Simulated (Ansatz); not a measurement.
CH$_{2}$FGaS. Total charge 0; spin multiplicity 1. The bonds changed during the relaxation, so this is another structure than the one it started from.

Cartesian coordinates in Å:
```
F -1.507 0.664 1.085
Ga -1.735 -1.119 1.387
C 0.822 0.234 -0.635
S 0.688 -1.349 -0.420
H 1.611 0.650 -1.259
H 0.120 0.920 -0.157
```

Question: What are the harmonic wavenumbers in cm⁻¹ at PBE0-D4/def2-TZVP (Ansatz, finite differences of forces, unscaled)? (Estimate.)

Answer: Computed: 59, 104, 149, 213, 311, 555, 1012, 1076, 1109, 1463, 3075, 3186.

Question: Is this a minimum?

Answer: Yes, all 12 modes are real.

Question: Give the ideal-gas thermochemistry at 298.15 K and 1 bar (rigid rotor, harmonic oscillator; point group Cs, symmetry number 1).

Answer: Zero-point energy 73.6 kJ/mol; H(298) − E = 92.5 kJ/mol; entropy 345.9 J/(mol·K), of which translation 170.0, rotation 114.4, vibration 61.5; G(298) − E = -10.6 kJ/mol. Modes under 100 cm⁻¹ are hindered rotations or soft bends, so the harmonic entropy is rough.
